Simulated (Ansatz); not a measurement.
Cost and result up the ladder for the cluster TaO3H (5 atoms). Charge 0, multiplicity 1. Geometry: r2SCAN-D4/def2-TZVP.

```xyz
5

Ta    0.138    1.384    0.390
O     0.021   -1.671   -0.343
O     1.541    0.966    1.230
O    -0.444   -0.327   -0.367
H    -1.256   -0.352   -0.910
```

Ansatz on 4 threads of Intel Xeon Platinum 8375C on a shared host. Times are rough, and most runs start from the orbitals of an earlier one. No level here is sound enough to serve as a yardstick. Binding counts from free atoms at the same level (Ta quartet, O triplet, H doublet; other spins of the atoms weren't run), without zero-point energy or a counterpoise term.

In the def2 sets Ta takes a core potential; there is no spin–orbit coupling. The structure holds one bond between oxygen atoms, so isomers without such links may lie far lower. No other spin state of charge 0 was run. Another isomer (singlet) lies 3.05 eV lower at PBE0-D4/def2-TZVP; other spin states weren't run for this one.

Run but left out: CCSD(T)/def2-TZVPP (restricted singlet, unstable towards broken spin symmetry).

| level | functions | binding energy per atom (eV) | remarks |
| --- | --- | --- | --- |
| PBE-D4/def2-TZVP (with forces) | 139 | 3.70 | restricted SCF unstable in HF |
| r2SCAN-D4/def2-TZVP | 139 | 3.40 | restricted SCF unstable in HF |
| PBE0-D4/def2-TZVP | 139 | 3.28 | restricted SCF unstable in HF |
| LDA (SPW92)/def2-TZVP | 139 | 4.41 | restricted SCF unstable in HF |
| B97M-V/def2-TZVP | 139 | 3.34 | restricted SCF unstable in HF |

(1) Estimate how long each takes.

Results:

(1) LDA (SPW92)/def2-TZVP 0.55 s; PBE0-D4/def2-TZVP 1.6 s; PBE-D4/def2-TZVP (with forces) 2 s; r2SCAN-D4/def2-TZVP 2.1 s; B97M-V/def2-TZVP 2.8 s. On shared hardware such times vary by a factor of up to 3.
